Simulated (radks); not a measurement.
Spherical jellium clusters: N electrons in a uniform positive sphere of charge N and radius rs N^(1/3), rs = 4.84 bohr. Calculated with a radial shooting solver with Libxc functionals: non-relativistic Kohn-Sham, PBEsol, spin-polarised, spherical densities. Levels are named by radial order and angular momentum (1s, 1p, 1d, 2s, ...), and open shells are averaged over m.

N = 7, configuration 1s2 1p(up 3, down 2). This is the lowest configuration that the search found. Occupied levels:

level    occupation  eigenvalue (eV)  <r> (bohr)
1s up             1          -3.6503       6.255
1s down           1          -3.5153       6.181
1p up             3          -2.7493       7.460
1p down           2          -2.5928       7.468

Energy (eV): total -12.1680, kinetic 8.6208, external -170.37, Hartree 84.298, exchange-correlation -21.122, background 86.408.

Electron density:

r (bohr)  n(r) (e/bohr^3)
0.299            0.001499
1.05             0.001604
1.80             0.001808
2.55             0.002074
3.31             0.002347
4.06             0.002564
4.81             0.002663
5.56             0.002597
6.31             0.002355
7.06             0.001966
7.81             0.001500
8.56             0.001039
9.32            0.0006535
10.1            0.0003759
10.8            0.0002031
11.6            0.0001053
12.3           0.00005337
13.1           0.00002668
13.8           0.00001319
14.6            6.409e-06
